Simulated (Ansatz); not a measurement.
An input meant for BTBT (C14H8S2) (charge 0, singlet).

```yaml
crystal:
  periodic: [false, false, false]
  atoms:
    - {symbol: C, position_ang: [-4.306971, 1.066305, 0.657358]}
    - {symbol: C, position_ang: [-4.225271, 0.254162, -0.495957]}
    - {symbol: C, position_ang: [-2.993888, -0.230598, -0.942530]}
    - {symbol: C, position_ang: [-1.817752, 0.096187, -0.231695]}
    - {symbol: C, position_ang: [-1.917495, 0.920435, 0.934975]}
    - {symbol: C, position_ang: [-3.157089, 1.405491, 1.380652]}
    - {symbol: S, position_ang: [-0.352351, 1.223079, 1.690386]}
    - {symbol: C, position_ang: [0.448018, 0.259837, 0.466322]}
    - {symbol: C, position_ang: [1.817685, -0.096640, 0.231994]}
    - {symbol: C, position_ang: [2.993848, 0.230428, 0.942640]}
    - {symbol: C, position_ang: [4.225331, -0.253758, 0.495683]}
    - {symbol: C, position_ang: [4.307034, -1.065945, -0.657590]}
    - {symbol: C, position_ang: [3.157110, -1.405417, -1.380702]}
    - {symbol: C, position_ang: [1.917462, -0.920724, -0.934790]}
    - {symbol: S, position_ang: [0.352297, -1.223630, -1.690022]}
    - {symbol: C, position_ang: [-0.448111, -0.260489, -0.465892]}
    - {symbol: H, position_ang: [-5.285572, 1.439262, 0.994967]}
    - {symbol: H, position_ang: [-5.142360, 0.000724, -1.048450]}
    - {symbol: H, position_ang: [-2.930247, -0.863405, -1.840676]}
    - {symbol: H, position_ang: [-3.222285, 2.038001, 2.278179]}
    - {symbol: H, position_ang: [2.930168, 0.863028, 1.840930]}
    - {symbol: H, position_ang: [5.142457, 0.000184, 1.047890]}
    - {symbol: H, position_ang: [5.285632, -1.438813, -0.995318]}
    - {symbol: H, position_ang: [3.222371, -2.037724, -2.278367]}
basis:
  gaussian: {orbitals: 6-31G, nuclear_model: gaussian}
hamiltonian: {xc: {name: PBEsol}, dispersion: d3bj}
scf: {max_iter: 3}
```

```sh
$ ansatz run in.yaml --threads 4 --pin off --events-out ev --progress --plain --max-ram 9574MiB
```

Shortened log:

```
Error: invalid value for `basis.gaussian`: such a run doesn't read scf.max_iter; remove what it names
```

In this input the input holds a key that doesn't belong there. The input was rejected before any iteration.
